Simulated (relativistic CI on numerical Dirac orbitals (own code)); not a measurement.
Calculated at this level of theory: Dirac-Coulomb-Breit CI, separate exchange-only KLI orbitals for each configuration, model QED (radiative potential, 1s self-energy scaled to tabulated hydrogen-like ionisation energies), valence Slater integrals scaled by 0.85, P86 correlation energy added to each configuration (own radial code, finite nucleus).

CI space (outside the closed core [Kr] 4d10 5s2): 5p⁶, 5p⁵6s, 5p⁵6p, 5p⁵5d, 5p⁵7s, 5p⁵7p, 5p⁵6d, 5p⁵8s, 5p⁵4f, 5p⁵8p, 5p⁵7d, 5p⁵5f, 5p⁵5g, 5p⁵8d. Double excitations out of closed p, d and f shells are left out; levels of such configurations are missing from the list, as are those of other unlisted configurations, and high levels can miss mixing partners.

For a near-neutral ion this model can misplace configurations by up to about 10,000 cm⁻¹ (more where the count of f electrons changes) and terms by 10 to 25 % of their spread. Rates follow the energies as ν³ (E1, M1) or ν⁵ (E2), so they and the lifetimes can be off by large factors. The fine structure of a lone outer electron comes out too small, for d and f at times inverted, and misplaced configurations move strength between like terms. 22 of the 26 excited levels that our extract of the measured tables holds in this range could be paired (the sources list more); they are missed by 871 cm⁻¹ on average and 1658 at most, and levels without a partner can miss by more.

Outline of the computed level scheme of Xe I. Lowest level of each configuration: 5p⁶ ¹S0 at 0.0000 eV; 5p⁵6s ³P°2 at 8.4741 eV; 5p⁵6p ³S1 at 9.6220 eV; 5p⁵5d ³P°0 at 10.0960 eV; 5p⁵7s ³P°2 at 10.6174 eV; 5p⁵7p ³S1 at 10.9622 eV; 5p⁵6d ³P°0 at 11.0232 eV; 5p⁵8s ³P°2 at 11.3416 eV; 5p⁵4f ³D1 at 11.4684 eV.

Some strong electric-dipole decays among the lowest 45 levels: 5p⁵5d ¹P°1 → 5p⁶ ¹S0 (3.6e+08 s⁻¹); 5p⁵6s ¹P°1 → 5p⁶ ¹S0 (3.1e+08 s⁻¹); 5p⁵6s ³P°1 → 5p⁶ ¹S0 (2.9e+08 s⁻¹); 5p⁵7s ¹P°1 → 5p⁶ ¹S0 (2.3e+08 s⁻¹); 5p⁵6d ¹P°1 → 5p⁶ ¹S0 (1.2e+08 s⁻¹); 5p⁵8s ¹P°1 → 5p⁶ ¹S0 (1.2e+08 s⁻¹); 5p⁵4f ³G5 → 5p⁵5d ³F°4 (3.8e+07 s⁻¹); 5p⁵4f ¹G4 → 5p⁵5d ³F°3 (3.6e+07 s⁻¹).

Rates of lines that live on the mixing of spin multiplicities can be off by large factors.

LS names give the leading component of a level, which can be under half, so a name can repeat, a term be missing and a line seem to break the LS rules.
